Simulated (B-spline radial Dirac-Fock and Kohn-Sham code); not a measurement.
Model: Dirac-Fock energy differences between relaxed states, corrected for Breit and QED terms. Program: a radial finite-basis atomic code. Free neutral atoms.

**Question.** Order these X-ray lines by photon energy, lowest first.
A. Dy Lβ1
B. Dy Lβ7
C. Cu Kα2
D. Tb Lβ3
E. Pr Lγ3
F. Sm Lγ2

**Answer.** E (6613.0 eV), D (7100.8 eV), A (7249.5 eV), F (7457.1 eV), B (7735.0 eV), C (8027.1 eV).

Values without a named source are computed, but for edge energies of neutral atoms, which are taken from tables.
